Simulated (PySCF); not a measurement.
diphosphane (H4P2), SMILES PP.

Coordinates come from a B3LYP-D3(BJ)/def2-TZVP optimisation.

Two levels are set side by side: TDA-PBE/def2-TZVPD (PySCF) and TDA-M06-2X/def2-TZVPD (PySCF). Vertical, same geometry. The lowest singlet is HOMO→LUMO+1 99 % with PBE and HOMO→LUMO 91 % with the other functional; states are paired by order. Differences are taken from unrounded values.

```json
[
 {"quantity": "lowest singlet excitation (eV)", "TDA-M06-2X": "5.54", "TDA-PBE": "5.18", "TDA-PBE minus TDA-M06-2X": "-0.36"},
 {"quantity": "lowest triplet excitation (TDA) (eV)", "TDA-M06-2X": "4.42", "TDA-PBE": "4.07", "TDA-PBE minus TDA-M06-2X": "-0.36"},
 {"quantity": "first bright state (f over 0.05) (eV)", "TDA-M06-2X": "5.54", "TDA-PBE": "5.28", "TDA-PBE minus TDA-M06-2X": "-0.26"},
 {"quantity": "its oscillator strength", "TDA-M06-2X": "0.25", "TDA-PBE": "0.20", "TDA-PBE minus TDA-M06-2X": "-0.05"}
]
```

A lower first singlet is the usual sign of a functional without exact exchange. Differences between two approximate levels are no errors against the true value.

Rough cost on one machine, each run with all the roots and properties that it gave: TDA-M06-2X against TDA-PBE about 7 times.
